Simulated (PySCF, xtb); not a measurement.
C3H4ClNSi, SMILES Cl[Si@@H]1C=CN=C1.

Harmonic wavenumbers (cm⁻¹) from GFN2-xTB run with xtb at its own minimum, in rising order: 97, 123, 314, 400, 448, 550, 562, 612, 632, 762, 783, 805, 842, 905, 993, 1124, 1214, 1280, 1536, 1629, 2296, 3064, 3077, 3122.

Task: What does PBE0-D3(BJ)/def2-SVP in PySCF give at its own minimum? (An estimate is asked for; the answer gives what the named calculation found.)

Result: 103, 146, 355, 419, 489, 587, 633, 676, 737, 787, 809, 867, 886, 964, 1011, 1140, 1288, 1333, 1600, 1668, 2257, 3164, 3203, 3261. Paired by order, the mean absolute difference is 54 cm⁻¹ and the zero-point energies are 38.8 and 40.6 kcal/mol.
